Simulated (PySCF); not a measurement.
Species: C₅H₇BBrCl.
SMILES with atom numbers: `[CH2:1]=[C:2]([CH3:3])/[CH:4]=[C:5](/[Cl:6])[BH:7][Br:8]` (hydrogens: H9, H10 on C1; H11, H12, H13 on C3; H14 on C4; H15 on B7)

Cartesian coordinates in Å at the GFN2-xTB level; atoms count from 1:
```xyz
15
C5H7BBrCl angstrom
C     -1.601    0.757   -1.551
C     -0.760    0.304   -0.618
C     -1.251   -0.492    0.554
C      0.659    0.587   -0.740
C      1.606    0.226    0.129
Cl     3.261    0.752   -0.187
B      1.676   -0.592    1.449
Br     1.589   -2.451    1.428
H     -1.256    1.317   -2.403
H     -2.660    0.577   -1.494
H     -2.321   -0.355    0.688
H     -1.062   -1.553    0.396
H     -0.742   -0.185    1.469
H      0.939    1.174   -1.607
H      1.918   -0.059    2.465
```

Computed, not measured: TDDFT B3LYP/def2-SVPD, vertical, gas phase, core orbitals frozen in the response in PySCF 2.14.0, density-fitted response routines. The B3LYP/def2-SVPD calculation is non-relativistic and has no spin–orbit coupling, an omission that weighs most on bromine.

Ground-to-excited transition dipoles (e·a0, same axes as the geometry; the sign carries no meaning), for the states with f of 0.002 or more among the lowest 7:

```tsv
state	E (hartree)	μx	μy	μz
S1	0.1304	-0.537	0.239	-0.457
S2	0.1680	0.033	-0.127	0.138
S3	0.1886	1.572	-0.511	0.943
S4	0.2014	-0.715	0.028	-0.242
S5	0.2039	-0.042	-0.425	0.315
S6	0.2147	-0.363	-0.044	-0.006
S7	0.2202	0.381	-0.214	0.067
```

(1) Work out the oscillator strengths.

(2) Which bond between heavy atoms lies closest to the direction of the S3 transition dipole?

(3) What angle do the transition dipoles of S5 and S6 make?

(4) How is the summed strength of these states shared among x, y and z?

(5) What peak molar absorption coefficient would the strongest computed level give as a lone Gaussian band 0.4 eV wide at half height?

Results:

(1) f = (2/3) ΔE |μ|² with ΔE in hartree (27.2114 eV).

```tsv
state	|μ|² (au)	|μ| (D)	f
S1	0.554	1.89	0.048
S2	0.036	0.48	0.004
S3	3.622	4.84	0.455
S4	0.570	1.92	0.077
S5	0.282	1.35	0.038
S6	0.133	0.93	0.019
S7	0.195	1.12	0.029
```

(2) C4–C5, at 11° from it; next C1–C2 at 17°.

(3) |cos θ| = |μa·μb| / (|μa| |μb|) = 0.17, so θ ≈ 80° (taken between 0 and 90°, since the signs are arbitrary).

(4) (2/3) Σ ΔE μα² gives 0.445 for x, 0.071 for y and 0.154 for z, 0.670 in all.

(5) ε(max) = 2.175×10⁸ f / FWHM, with the width in cm⁻¹. S3: 2.175×10⁸ × 0.4553 / 3226 ≈ 31000 L mol⁻¹ cm⁻¹.

On one thread, Arm Neoverse V1 (aarch64) (shared host), this took 67 s and 0.96 GiB of memory at its peak.

One conformer stands for the species.
